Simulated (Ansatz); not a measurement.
Correlation energies of CH7ClSSi2 (`C[SiH2]S[SiH2]Cl`) by basis set

Z-matrix (Å, degrees):
```
C
Si 1 1.861
H 1 1.092 2 110.8
H 1 1.092 2 110.8 3 120.5
H 1 1.093 2 110.0 3 -119.8
S 2 2.154 1 107.0 3 -60.7
H 2 1.486 1 111.5 3 -179.7
H 2 1.485 1 111.6 3 58.8
Si 6 2.115 2 98.6 1 176.6
Cl 9 2.055 6 112.5 2 -76.8
H 9 1.481 6 110.8 2 42.4
H 9 1.478 6 107.2 2 164.9
```

The species carries charge 0 and has multiplicity 1. Geometry: relaxed with PBE0-D4/def2-TZVP. It is one conformer, not always the lowest. Frozen core, restricted reference, the Gaussian-basis code of Ansatz. CBS rows extrapolate triple and quadruple zeta; past MP2 they add the triple-zeta difference.

```csv
basis,HF (Eh),MP2 corr.,CCSD corr.,(T),CCSD(T) total
def2-SVP,?,?,-0.67624,?,?
def2-TZVPP,-1477.02548,-0.79170,-0.86525,-0.03639,-1477.92712
def2-QZVPP,-1477.06947,-0.85815,–,–,–
CBS(def2),-1477.07553,?,-0.98093,as TZ,?
```

Question: Fill in the withheld values. (An estimate is asked.)

Answer: Computed: def2-SVP HF (Eh): -1476.47374; def2-SVP MP2 corr.: -0.60367; def2-SVP (T): -0.01821; def2-SVP CCSD(T) total: -1477.16819; CBS(def2) MP2 corr.: -0.90738; CBS(def2) CCSD(T) total: -1478.09285.
